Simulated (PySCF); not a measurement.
# Core-level binding energies of `C#CC[P@](=S)(C=C)CC`

Species: C7H11PS.
SMILES with atom numbers: `[CH:1]#[C:2][CH2:3][P@:4](=[S:5])([CH:6]=[CH2:7])[CH2:8][CH3:9]`

Theory: PySCF, delta-SCF UKS SCAN, pcX-2 on the ionised atom, pcseg-1 elsewhere, spin-free X2C. Each binding energy is the total energy of the core-ionised species, with the hole localised on one atom, minus that of the ground state; both are solved self-consistently, so orbital relaxation is included.

Q: List the computed XPS lines with their assignment.

A: 
```csv
atom(s),bonded to,level,binding energy (eV),2p1/2 (eV),above the level's lowest (eV),count
C1,C (triple bond) and H,C 1s,290.31,–,0.00,1
C2,C (triple bond) and C,C 1s,290.97,–,+0.66,1
C3,"C, 2 H and P",C 1s,291.48,–,+1.17,1
P4,S (double bond) and 3 C,P 2p3/2,137.60,138.49,0.00,1
P4,S (double bond) and 3 C,P 1s,2151.46,–,0.00,1
S5,P (double bond),S 1s,2475.07,–,0.00,1
C6,"C (double bond), H and P",C 1s,290.61,–,+0.30,1
C7,C (double bond) and 2 H,C 1s,290.70,–,+0.39,1
C8,"C, 2 H and P",C 1s,290.71,–,+0.40,1
C9,C and 3 H,C 1s,290.80,–,+0.49,1
```

Lowest listed C 1s: C1, bonded to C (triple bond) and H. Highest, 1.17 eV above it: C3, bonded to C, 2 H and P. Summing the Pauling electronegativity differences to the bonded atoms, each weighted by its formal bond order, gives -0.35 for the lowest site and -1.06 for the highest; the largest sum, 0.00, belongs to C2, 0.51 eV below the top. The smallest sum, -1.06, belongs to C8, 0.40 eV above the lowest. The values 290.70 and 290.71 eV lie too close for their order to be trusted.

Q: Which photon wavelength matches the S 1s of S5 threshold?

A: λ = hc/E = 12398.42 eV Å / 2475.07 eV = 5.009 Å.

Not every level is listed. The unrestricted hole states depart most from a pure doublet (⟨S²⟩ = 0.75; over 0.85 named) for C 1s of C2 (0.87), which makes this value less certain. The 2p values aren't plain energy differences: one relaxed spin-free 2p hole is combined with a matrix within the shell (ground-state 2p orbital-energy differences and spin–orbit coupling). 2p3/2, the mean of its two sublevels, lies a third of the splitting below the shell's mean and 2p1/2 two thirds above it; the statistical areas are 2:1. 2p1/2 minus 2p3/2 (ligand field included): P 0.89 eV. The structure is a single PBE0-D3(BJ)/def2-SVP conformer in the gas phase; no vibrational or solvent corrections.

The values belong to the conformer `[CH:1]#[C:2][CH2:3][P@:4](=[S:5])([CH:6]=[CH2:7])[CH2:8][CH3:9]`: C2–C3–P4–S5 -178°, C3–P4–C6–C7 127°, C3–P4–C8–C9 -69°.
